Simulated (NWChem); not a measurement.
C2H2I2; SMILES C=C(I)I

```xyz
6

C      0.0000     0.0000    -2.2151
C      0.0000     0.0000    -0.8837
I     -1.7852     0.0000     0.2218
I      1.7852     0.0000     0.2218
H      0.9381     0.0000    -2.7765
H     -0.9381     0.0000    -2.7765
```
Atoms are numbered in this order, from 1.

Level: PBE0/def2-SVP with def2 effective core potentials on I (NWChem), optimised geometry, unscaled harmonic frequencies. def2 effective core potentials on I; no spin-orbit coupling.

Problem. List the harmonic frequencies with IR intensities, and the thermochemistry.

Solution. 
```json
[
 {"frequency (cm⁻¹)": "129", "IR intensity (km/mol)": "0.1"},
 {"frequency (cm⁻¹)": "301", "IR intensity (km/mol)": "0.6"},
 {"frequency (cm⁻¹)": "381", "IR intensity (km/mol)": "15.3"},
 {"frequency (cm⁻¹)": "399", "IR intensity (km/mol)": "0.7"},
 {"frequency (cm⁻¹)": "646", "IR intensity (km/mol)": "59.3"},
 {"frequency (cm⁻¹)": "659", "IR intensity (km/mol)": "0.0"},
 {"frequency (cm⁻¹)": "917", "IR intensity (km/mol)": "35.9"},
 {"frequency (cm⁻¹)": "1042", "IR intensity (km/mol)": "90.3"},
 {"frequency (cm⁻¹)": "1374", "IR intensity (km/mol)": "2.5"},
 {"frequency (cm⁻¹)": "1666", "IR intensity (km/mol)": "36.3"},
 {"frequency (cm⁻¹)": "3169", "IR intensity (km/mol)": "1.8"},
 {"frequency (cm⁻¹)": "3275", "IR intensity (km/mol)": "2.3"}
]
```

```json
{
  "zero_point_energy": "19.9 kcal/mol",
  "thermal correction to the enthalpy at 298.15 K (with zero-point energy)": "23.6 kcal/mol",
  "heat capacity Cv": "15.3 cal/(mol K)",
  "entropy at 298.15 K and 1 atm (symmetry number 2)": "78.3 cal/(mol K)"
}
```

Rigid rotor and harmonic oscillator.
